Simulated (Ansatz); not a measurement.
Geometry optimisation, Ansatz, RKS LDA/6-31G*.

Input:

```yaml
crystal:
  periodic: [false, false, false]
  atoms:
    - { symbol: B, position_ang: [-0.00338, -0.216714, 0.15409] }
    - { symbol: O, position_ang: [-0.139935, -0.598406, 1.472731] }
    - { symbol: H, position_ang: [-1.085296, -0.557199, 1.727648] }
    - { symbol: Cl, position_ang: [1.608888, -0.346323, -0.532661] }
    - { symbol: H, position_ang: [-0.931693, 0.116944, -0.538173] }
    - { symbol: S, position_ang: [0.454721, 2.651094, 1.211341] }
    - { symbol: H, position_ang: [1.705461, 2.248933, 0.852289] }
    - { symbol: H, position_ang: [0.296734, 1.509472, 1.978635] }
basis:
  gaussian: { orbitals: "6-31G*" }
hamiltonian:
  xc: lda
relax:
  f_tol: 0.03
  max_steps: 50
```

Launched with:

```bash
$ ansatz run input.yaml --threads 1 --pin off --max-ram 2048MiB --backend cpu --events-out ev --progress --plain --runs-dir out
```

Q: Where does it end, and by what steps?

A: It converged. The force dipped under the threshold on the way, but the program's further checks kept it going. After 33 steps the energy has fallen by 0.053 eV; H8 moved furthest, 1.00 Å.

```
step  energy less start (eV)  largest force component (eV/Å)  accepted
   0                  0.0000                           0.931       yes
   2                 -0.0229                           0.385       yes
   4                 -0.0312                           0.096       yes
   6                 -0.0365                           0.313        no
   8                 -0.0421                           0.173       yes
  10                 -0.0416                           0.251        no
  12                 -0.0475                           0.078       yes
  14                 -0.0485                           0.068       yes
  16                 -0.0494                           0.070       yes
  18                 -0.0488                           0.174        no
  20                 -0.0503                           0.056       yes
  22                 -0.0507                           0.080       yes
  24                 -0.0509                           0.155        no
  26                 -0.0509                           0.149        no
  28                 -0.0520                           0.073       yes
  30                 -0.0523                           0.028       yes
  32                 -0.0524                           0.073        no
  33                 -0.0525                           0.013       yes
```

```xyz
8
Properties=species:S:1:pos:R:3
B 0.009 -0.237 0.268
O -0.465 -0.848 1.372
H -1.430 -0.710 1.451
Cl 1.741 -0.429 -0.055
H -0.682 0.270 -0.578
S 0.320 2.429 1.426
H 1.140 2.618 0.355
H 1.273 1.715 2.087
```

Run time: 60 s on 1 thread of Arm Neoverse V1, on a shared host, peak memory 0.14 GiB.
